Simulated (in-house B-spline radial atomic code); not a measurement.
Ce⁷⁺. Computed with a B-spline radial atomic code. Model: all-electron spherical atom, spin shells full or empty, radial basis limit, no spin-orbit coupling, Breit or QED, empty-state partial waves extrapolated as (l+1/2)^-4, RPA, G0W0 and static COHSEX of the highest shell as one setting changes (uncorrelated shells keep exact exchange).

Given: element Ce; charge 7; filled core Kr; hamiltonian one-electron scalar X2C; mean-field start Hartree-Fock; highest l of empty states 9; nuclear rms radius 4.8771 fm; highest mean-field shell 5p up.

Shell: 4d 5 5, 5s 1 1, 5p 3 0 (electrons up and down).

| lowest nl shells left uncorrelated | RPA correlation energy (hartree) | G0W0 level (eV) | G0W0 minus most complete (meV) | COHSEX level (eV) | linearised minus solved G0W0 (meV) |
| --- | --- | --- | --- | --- | --- |
| 0 | -3.91 | -110.59 | 0 | -112.48 | -0.1 |
| 1 | -3.7239 | -110.59 | 0.7 | -112.47 | -0.1 |
| 2 | ? | ? | ? | ? | ? |
| 3 | -2.967 | -110.58 | 4.1 | -112.47 | -0.1 |
| 4 | -2.7903 | -110.58 | 4.2 | -112.47 | -0.1 |
| 5 | ? | ? | ? | ? | ? |
| 6 | -1.4049 | -110.54 | 50.2 | -112.39 | -0.1 |
| 7 | -1.2584 | -110.54 | 50.7 | -112.39 | -0.1 |
| 8 | -0.83739 | -110.54 | 44.7 | -112.38 | -0.1 |
| 9 | -0.15152 | -110.11 | 478.8 | -111.59 | 0 |
| 10 | -0.055237 | -110.21 | 377.8 | -111.33 | 0 |

(1) What follows for lowest nl shells left uncorrelated = 2?

(2) What follows for lowest nl shells left uncorrelated = 5?

Answers

(1) RPA correlation energy -3.5287 hartree; G0W0 level -110.59 eV; G0W0 minus most complete 0.8 meV; COHSEX level -112.48 eV; linearised minus solved G0W0 -0.1 meV.

(2) RPA correlation energy -2.2615 hartree; G0W0 level -110.59 eV; G0W0 minus most complete -1.2 meV; COHSEX level -112.48 eV; linearised minus solved G0W0 -0.1 meV.
